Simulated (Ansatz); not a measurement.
The molecule PdC, closed-shell singlet (the spin of the measured ground state). No spin–orbit coupling. The T1 diagnostic near the minimum is 0.056, so single-reference values are doubtful.

Seven points along R, fitted to fifth degree in 1/R; most abundant isotopes. Runs in def2 and cc sets follow the lowest solution found near the PBE0 minimum. The singlet is held restricted.

The values were computed with Ansatz (an electronic-structure program). Each number belongs to the level named beside it. In def2 rows elements past Kr take small-core potentials, without spin–orbit coupling.

Energies at PBE0/def2-TZVPP:

```json
[
 {"R (Å)": "1.575784", "E (hartree)": "-165.77343510"},
 {"R (Å)": "1.618144", "E (hartree)": "-165.77950635"},
 {"R (Å)": "1.657115", "E (hartree)": "-165.78243198"},
 {"R (Å)": "1.701169", "E (hartree)": "-165.78324633"},
 {"R (Å)": "1.745223", "E (hartree)": "-165.78192955"},
 {"R (Å)": "1.796055", "E (hartree)": "-165.77833517"},
 {"R (Å)": "1.855358", "E (hartree)": "-165.77202947"}
]
```

With a reduced mass of 10.7787 u, find the minimum, the force constant and the constants.

A fifth-degree polynomial in 1/R puts the minimum at r_e = 1.6944 Å with force constant 494 N/m. Then ω_e = (1/2πc)√(k/μ) = 882 cm⁻¹ and B_e = h/(8π²cμr_e²) = 0.5448 cm⁻¹; the cubic and quartic terms give α_e = 0.0039 and ω_e x_e = 4.2 cm⁻¹.
